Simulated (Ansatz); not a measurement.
Relaxation of C$_{2}$H$_{7}$FSi (11 atoms, charge 0, multiplicity 1), to a largest force component of 0.03 eV/Å in at most 50 steps.

Level of theory: RKS LDA/6-31G* in Ansatz 0.2.0.

```xyz
11
Properties=species:S:1:pos:R:3
Si 0.050 -0.001 0.079
H 0.356 -0.099 1.502
F 1.604 0.102 -0.261
C -0.868 1.525 -0.443
H -1.926 1.464 -0.126
H -0.430 2.439 -0.006
H -0.856 1.629 -1.544
C -0.720 -1.523 -0.655
H -1.726 -1.683 -0.222
H -0.845 -1.432 -1.750
H -0.115 -2.420 -0.443
```

**Question.** Where does it end, and by what steps?

**Answer.** It converged. After 4 steps the energy has fallen by 0.251 eV; H2 moved furthest, 0.21 Å.

```csv
step,energy less start (eV),largest force component (eV/Å),accepted
0,0.0000,1.215,yes
1,-0.2324,0.246,yes
2,-0.0888,0.668,no
3,-0.2495,0.044,yes
4,-0.2506,0.021,yes
```

```xyz
11
Properties=species:S:1:pos:R:3
Si 0.088 -0.001 0.078
H 0.162 -0.106 1.579
F 1.610 0.115 -0.461
C -0.848 1.520 -0.426
H -1.896 1.454 -0.075
H -0.409 2.443 -0.008
H -0.869 1.618 -1.527
C -0.695 -1.521 -0.642
H -1.716 -1.650 -0.235
H -0.780 -1.436 -1.742
H -0.122 -2.437 -0.413
```

The run took 5.3 s on 2 threads of Intel(R) Xeon(R) Platinum 8488C (Sapphire Rapids), on a shared host, peak memory 0.13 GiB.
